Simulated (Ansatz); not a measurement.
Spectroscopic constants of LiBe, multiplicity 2 (lowest of 2S+1 = 2, 4 at CCSD(T)/def2-TZVPP on PBE0 minima; our sources give no spin for the ground state, which may be another). The T1 diagnostic near the minimum is 0.076, so single-reference values are doubtful.

```csv
level,bond energy D_e (eV)
SVWN5/def2-TZVPP,0.649
PBE/def2-TZVPP,0.562
r2SCAN/def2-TZVPP,0.604
B97M-V/def2-TZVPP,0.403
B3LYP/def2-TZVPP,0.447
PBE0/def2-TZVPP,0.499
BHLYP/def2-TZVPP,0.380
CAM-B3LYP/def2-TZVPP,0.405
wB97X-V/def2-TZVPP,0.338
wB97M-V/def2-TZVPP,0.302
B2PLYP/def2-TZVPP,0.341
CCSD/aug-cc-pVTZ,0.235
CCSD/def2-TZVPP,0.173
CCSD/aug-cc-pVQZ,0.245
CCSD/def2-QZVPP,0.240
CCSD(T)/aug-cc-pVTZ,0.271
CCSD(T)/def2-TZVPP,0.200
CCSD(T)/aug-cc-pVQZ,0.282
CCSD(T)/def2-QZVPP,0.275
```

The rows run from 0.173 (CCSD/def2-TZVPP) to 0.649 eV (SVWN5/def2-TZVPP). From def2-TZVPP to def2-QZVPP CCSD(T) changes by 0.076. The 11 functionals in def2-TZVPP without D3 or D4 span 0.346, from wB97M-V to SVWN5.

D_e counts from the fitted minimum to each atom's lowest state at the same level, without counterpoise.

Correlated levels freeze the inner cores; with def2 sets outer-core shells near the valence are correlated too.

Doubts at one or more of the structures used: T1 above 0.05 (CCSD/aug-cc-pVTZ, CCSD/def2-TZVPP, CCSD/aug-cc-pVQZ, CCSD/def2-QZVPP, CCSD(T)/aug-cc-pVTZ, CCSD(T)/def2-TZVPP, CCSD(T)/aug-cc-pVQZ, CCSD(T)/def2-QZVPP); a spin-contaminated determinant (CCSD/aug-cc-pVTZ, CCSD/def2-TZVPP, CCSD/aug-cc-pVQZ, CCSD/def2-QZVPP, CCSD(T)/aug-cc-pVTZ, CCSD(T)/def2-TZVPP, CCSD(T)/aug-cc-pVQZ, CCSD(T)/def2-QZVPP).

Programs: Ansatz (Gaussian orbitals).

Ansatz is a quantum-chemistry and plane-wave program.
